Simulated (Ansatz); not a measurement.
The cluster Mo₃S₇⁻. Charge -1, multiplicity 2. Geometry r2SCAN-D4/def2-SVP.

```csv
atom,x (Å),y (Å),z (Å)
Mo1,0.3794,0.1273,-0.9537
Mo2,-1.5207,-0.6060,0.4581
Mo3,0.8568,0.4146,1.6261
S4,-0.3238,0.9614,-3.0764
S5,-0.8192,1.6721,0.4038
S6,1.7283,1.9531,2.8785
S7,-2.8557,-1.7472,-0.7973
S8,2.2881,-0.6158,0.1834
S9,-0.4915,-1.3495,2.3880
S10,0.7583,-0.8100,-3.1105
```

In the def2 sets Mo takes a core potential; there is no spin–orbit coupling. At PBE0-D4/def2-SVP the charge -1 doublet is spin-contaminated (final ⟨S²⟩ up to 0.92, 0.75 for a pure state). Another isomer (doublet) lies 0.99 eV lower at PBE0-D4/def2-SVP; other spin states weren't run for this one.

Question: Estimate the α-spin orbital energies around the gap (eV) in Ansatz with LDA (SPW92)/def2-SVP, PBE-D4/def2-SVP, r2SCAN-D4/def2-SVP, PBE0-D4/def2-SVP.

Answer: 
```json
{"orbital": "HOMO−9", "LDA (SPW92)/def2-SVP": "-3.84", "PBE-D4/def2-SVP": "-3.72", "r2SCAN-D4/def2-SVP": "-4.09", "PBE0-D4/def2-SVP": "-4.97"}
{"orbital": "HOMO−8", "LDA (SPW92)/def2-SVP": "-3.81", "PBE-D4/def2-SVP": "-3.67", "r2SCAN-D4/def2-SVP": "-4.01", "PBE0-D4/def2-SVP": "-4.85"}
{"orbital": "HOMO−7", "LDA (SPW92)/def2-SVP": "-3.70", "PBE-D4/def2-SVP": "-3.58", "r2SCAN-D4/def2-SVP": "-3.94", "PBE0-D4/def2-SVP": "-4.81"}
{"orbital": "HOMO−6", "LDA (SPW92)/def2-SVP": "-3.43", "PBE-D4/def2-SVP": "-3.30", "r2SCAN-D4/def2-SVP": "-3.66", "PBE0-D4/def2-SVP": "-4.48"}
{"orbital": "HOMO−5", "LDA (SPW92)/def2-SVP": "-3.31", "PBE-D4/def2-SVP": "-3.19", "r2SCAN-D4/def2-SVP": "-3.54", "PBE0-D4/def2-SVP": "-4.35"}
{"orbital": "HOMO−4", "LDA (SPW92)/def2-SVP": "-3.07", "PBE-D4/def2-SVP": "-2.95", "r2SCAN-D4/def2-SVP": "-3.28", "PBE0-D4/def2-SVP": "-4.08"}
{"orbital": "HOMO−3", "LDA (SPW92)/def2-SVP": "-2.72", "PBE-D4/def2-SVP": "-2.62", "r2SCAN-D4/def2-SVP": "-2.95", "PBE0-D4/def2-SVP": "-3.84"}
{"orbital": "HOMO−2", "LDA (SPW92)/def2-SVP": "-2.17", "PBE-D4/def2-SVP": "-2.07", "r2SCAN-D4/def2-SVP": "-2.43", "PBE0-D4/def2-SVP": "-3.33"}
{"orbital": "HOMO−1", "LDA (SPW92)/def2-SVP": "-2.03", "PBE-D4/def2-SVP": "-1.96", "r2SCAN-D4/def2-SVP": "-2.27", "PBE0-D4/def2-SVP": "-3.07"}
{"orbital": "HOMO", "LDA (SPW92)/def2-SVP": "-2.02", "PBE-D4/def2-SVP": "-1.89", "r2SCAN-D4/def2-SVP": "-2.13", "PBE0-D4/def2-SVP": "-2.80"}
{"orbital": "LUMO", "LDA (SPW92)/def2-SVP": "-0.70", "PBE-D4/def2-SVP": "-0.58", "r2SCAN-D4/def2-SVP": "-0.68", "PBE0-D4/def2-SVP": "-0.01"}
{"orbital": "LUMO+1", "LDA (SPW92)/def2-SVP": "-0.49", "PBE-D4/def2-SVP": "-0.38", "r2SCAN-D4/def2-SVP": "-0.47", "PBE0-D4/def2-SVP": "0.23"}
{"orbital": "LUMO+2", "LDA (SPW92)/def2-SVP": "-0.21", "PBE-D4/def2-SVP": "-0.09", "r2SCAN-D4/def2-SVP": "-0.16", "PBE0-D4/def2-SVP": "0.55"}
{"orbital": "LUMO+3", "LDA (SPW92)/def2-SVP": "0.01", "PBE-D4/def2-SVP": "0.14", "r2SCAN-D4/def2-SVP": "0.08", "PBE0-D4/def2-SVP": "0.80"}
{"orbital": "LUMO+4", "LDA (SPW92)/def2-SVP": "0.24", "PBE-D4/def2-SVP": "0.36", "r2SCAN-D4/def2-SVP": "0.29", "PBE0-D4/def2-SVP": "0.98"}
{"orbital": "LUMO+5", "LDA (SPW92)/def2-SVP": "0.50", "PBE-D4/def2-SVP": "0.64", "r2SCAN-D4/def2-SVP": "0.60", "PBE0-D4/def2-SVP": "1.25"}
{"orbital": "β HOMO", "LDA (SPW92)/def2-SVP": "-1.98", "PBE-D4/def2-SVP": "-1.85", "r2SCAN-D4/def2-SVP": "-2.09", "PBE0-D4/def2-SVP": "-2.76"}
{"orbital": "β LUMO", "LDA (SPW92)/def2-SVP": "-1.68", "PBE-D4/def2-SVP": "-1.47", "r2SCAN-D4/def2-SVP": "-1.54", "PBE0-D4/def2-SVP": "-1.01"}
```
